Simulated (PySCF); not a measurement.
```xyz
4
charge 0 multiplicity 2, angstrom
Si    0.0000    0.0000   -0.3827
F     1.4974    0.0000    0.1882
F    -0.7487    1.2968    0.1882
F    -0.7487   -1.2968    0.1882
```

All numbers come from PySCF, UPBE, basis Si def2-TZVP, F def2-TZVP (no relativity, density fitting).

This geometry of SiF3 is a stationary point at this level.

(1) What is the point group?

(2) Is it a minimum?

(3) List the harmonic modes with their infrared intensities.

(4) Give the ideal-gas entropy at 298.15 K and 1 bar by parts.

(5) What is the atomisation energy, with and without zero-point energy?

Answers

(1) C3v.

(2) Yes: all harmonic wavenumbers are real.

(3) 
```
symmetry  ω (cm⁻¹)  IR (km/mol, summed over degenerate members)
       e       269                                         17.3
      a1       377                                         47.9
      a1       783                                         61.7
       e       911                                          337
```

(4) translation 164.3, rotation 94.9, vibration 19.9, spin 5.8; total 284.8 J/(mol K).

(5) 1716 kJ/mol without, 1695 kJ/mol with.

Only a few start shapes were tried, so a lower isomer may exist.
